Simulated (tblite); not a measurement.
Compound: C6H10FO (doublet state).
Numbering: `[CH3:1][C:2]1[CH2:3][C@@H:4]([OH:5])[C@H:6]([F:7])[CH2:8]1` (hydrogens: H9, H10, H11 on C1; H12, H13 on C3; H14 on C4; H15 on O5; H16 on C6; H17, H18 on C8)

Cartesian coordinates in Å at the GFN2-xTB level; atoms count from 1:
```
atom  x, y, z in Å
C1     2.1587   -0.2676   -0.7364
C2     0.7471   -0.0617   -0.3504
C3    -0.3330   -1.0740   -0.4853
C4    -1.4676   -0.5332    0.3996
O5    -1.3820   -0.9925    1.7232
C6    -1.2895    0.9977    0.3252
F7    -1.9464    1.4779   -0.7900
C8     0.2171    1.2271    0.1793
H9     2.2835   -1.2217   -1.2423
H10    2.8215   -0.2560    0.1371
H11    2.5078    0.5295   -1.3985
H12   -0.0262   -2.0759   -0.1714
H13   -0.6847   -1.1531   -1.5232
H14   -2.4608   -0.8230    0.0492
H15   -0.4847   -0.8357    2.0411
H16   -1.7397    1.5042    1.1851
H17    0.4053    2.0670   -0.4991
H18    0.6647    1.4974    1.1450
```

Calculated harmonic vibrations of the isolated species, GFN2-xTB (tblite), most abundant isotopes, no scaling. The method is semi-empirical: single wavenumbers can be off by several per cent or more. One conformer, not necessarily the lowest. Open shells enter through the occupations alone, without spin polarisation, and single modes of such species can be off by tens of per cent. The optimisation stopped once no atom felt more than 0.01 eV/Å.

Lowest wavenumbers of the output (negative numbers stand for imaginary wavenumbers):
```
mode    cm-1
  1     -55.4
  2      52.3
  3      92.1
  4     174.0
  5     236.5
  6     296.9
  7     337.4
  8     370.5
```

Problem. Is this structure a minimum?

Solution. Not by this Hessian. 1 mode is imaginary beyond 20i (55i cm⁻¹), so at this level the point lies at or near a first-order saddle. The curvature is small, so loose convergence or finite differences may be the whole cause.

Problem. Which atoms move in the imaginary mode?

Solution. 55i: H10 (hydrogen on carbon) 35 %, H11 (hydrogen on carbon) 34 %, H9 (hydrogen on carbon) 22 %. These are shares of the mass-weighted motion.

Problem. What is the remedy?

Solution. Step along that mode in both directions, optimise again with tighter thresholds and repeat the frequencies. The zero-point energy of this point (91.8 kcal/mol) counts the 47 real modes alone, and thermal corrections from it aren't those of a minimum.

On an Arm Neoverse V2 with one thread, no GPU, shared host with 96 logical CPUs at a one-minute load of 28, this took 0.42 s of wall time. The figure is for the frequency step alone.
